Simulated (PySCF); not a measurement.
# Correlation energy of As(2+) (arsenic, charge +2)

[Ar] 3d10 4s2 4p1, 2P determinant. Calculation: PySCF 2.14, in jorge-DZP-DKH; scalar relativity by spin-free X2C-1e. Frozen: [Ar] 3d10; 3 electrons correlated.

MP2 pair energies summed by pair of shells (mhartree):

```json
{"pair": "4s-4s", "energy": "-18.83", "share (%)": "72.6"}
{"pair": "4s-4p", "energy": "-7.12", "share (%)": "27.4"}
```

Total MP2 correlation energy: -25.94 mhartree.

Same-spin part -1.12 and opposite-spin part -24.83 mhartree; SCS-MP2 scales them by 1/3 and 6/5 to -30.17 mhartree.

| level | correlation energy (mhartree) |
| --- | --- |
| CCSD | -37.02 |
| (T) | -0.14 |
| CCSD(T) | -37.16 |

Diagnostics: T1 = 0.0039, D1 = 0.0072, largest double amplitude 0.099.

Cost of the coupled-cluster step: 0.45 s of wall time on 1 thread of Neoverse-N1 (shared host), for 3 correlated electrons.

Iterations:

```
CC2 = 0
CCSD nocc = (np.int64(2), np.int64(1)), nmo = (29, 29)
frozen orbitals [[0, 1, 2, 3, 4, 5, 6, 7, 8, 9, 10, 11, 12, 13], [0, 1, 2, 3, 4, 5, 6, 7, 8, 9, 10, 11, 12, 13]]
max_cycle = 100
direct = 0
conv_tol = 1e-08
conv_tol_normt = 1e-06
diis_space = 8
diis_start_cycle = 0
Init t2, MP2 energy = -0.0259443084404754
Init E_corr(UCCSD) = -0.0259443084414855
cycle = 1  E_corr(UCCSD) = -0.0331708566302599  dE = -0.00722654819  norm(t1,t2) = 0.038028
cycle = 2  E_corr(UCCSD) = -0.0355766776402638  dE = -0.00240582101  norm(t1,t2) = 0.0147178
cycle = 3  E_corr(UCCSD) = -0.0370401880251316  dE = -0.00146351038  norm(t1,t2) = 0.00589408
cycle = 4  E_corr(UCCSD) = -0.0370230576504118  dE = 1.71303747e-05  norm(t1,t2) = 0.000222287
cycle = 5  E_corr(UCCSD) = -0.0370250215262302  dE = -1.96387582e-06  norm(t1,t2) = 1.92819e-05
cycle = 6  E_corr(UCCSD) = -0.0370243644470498  dE = 6.5707918e-07  norm(t1,t2) = 3.41735e-06
cycle = 7  E_corr(UCCSD) = -0.037024563984536  dE = -1.99537486e-07  norm(t1,t2) = 8.25266e-07
cycle = 8  E_corr(UCCSD) = -0.0370245201977053  dE = 4.37868307e-08  norm(t1,t2) = 1.68905e-07
cycle = 9  E_corr(UCCSD) = -0.0370245227124746  dE = -2.51476934e-09  norm(t1,t2) = 2.17414e-08
UCCSD converged
E(UCCSD) = -2257.924633830183  E_corr = -0.03702452271247463
UCCSD(T) correction = -0.000143596243276963
```
